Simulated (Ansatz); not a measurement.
Consider the formal loss of a carbene: `BN(B)CC` → `BN(B)C` + `[CH2]` (triplet).

Computed with Ansatz on PBE0-D4/def2-TZVP structures; ΔE is electronic, products minus reactants. CCSD(T)/CBS is the MP2 limit (def2-TZVPP, def2-QZVPP) plus CCSD(T) − MP2 in def2-TZVPP, frozen cores. This one scheme is used for every species. DFT in def2-TZVPP. HSE06 is defined as in plane-wave codes. Triplets are unrestricted, without spin–orbit coupling. Each species was taken in one conformer, which may not be the lowest.

`BN(B)CC`:

Cartesian coordinates in Å:
```
B 1.660 -0.697 -0.322
N 0.394 -0.528 0.295
B -0.372 -1.647 0.712
C -0.146 0.825 0.477
C -0.956 1.274 -0.722
H 2.279 0.273 -0.656
H 2.082 -1.799 -0.491
H -1.435 -1.464 1.234
H 0.060 -2.745 0.538
H -0.767 0.834 1.375
H 0.687 1.512 0.646
H -1.799 0.599 -0.892
H -1.349 2.281 -0.568
H -0.339 1.281 -1.624
```

`BN(B)C`:

Cartesian coordinates in Å:
```
B 0.287 0.533 -1.378
N 0.041 0.138 -0.038
B 0.181 1.067 1.027
C -0.361 -1.236 0.268
H 0.162 -0.270 -2.258
H 0.613 1.659 -1.596
H -0.033 0.704 2.148
H 0.509 2.187 0.781
H 0.358 -1.707 0.940
H -0.418 -1.822 -0.648
H -1.338 -1.251 0.754
```

`[CH2]` (triplet):

Z-matrix (Å, degrees):
```
C
H 1 1.079
H 1 1.079 2 134.9
```

```
             level  ΔE (kJ/mol)  difference from CCSD(T)/CBS
         revPBE-D4        438.1                         -7.9
         r2SCAN-D4        422.5                        -23.5
        r2SCANh-D4        420.9                        -25.1
        r2SCAN0-D4        418.9                        -27.1
          HSE06-D4        442.7                         -3.3
      CAM-B3LYP-D4        442.1                         -3.9
          PBE-QIDH        441.7                         -4.3
              PBE0        436.2                         -9.8
             HSE06        436.8                         -9.2
             BHLYP        417.8                        -28.2
RPA@PBE/def2-TZVPP        428.3                        -17.7
      MP2/def2-SVP        440.2                         -5.8
     CCSD/def2-SVP        421.9                        -24.1
    MP2/def2-TZVPP        448.5                          2.5
   CCSD/def2-TZVPP        423.7                        -22.3
     MP2/CBS(def2)        459.4                         13.4
       CCSD(T)/CBS        446.0                            0
```

Largest T1 diagnostic among the species: 0.011.

From PBE to PBE0 (25 % exact exchange), in def2-TZVPP and without D4, ΔE moves by −7.0 kJ/mol. Leaving LDA and LC-ωPBE aside and taking each functional with its dispersion term where it has one, the values, not all of them listed here, spread over 36.9 kJ/mol, from r2SCAN0-D4 to ωB97X-V. LDA lies +76.2 kJ/mol from PBE without D4.
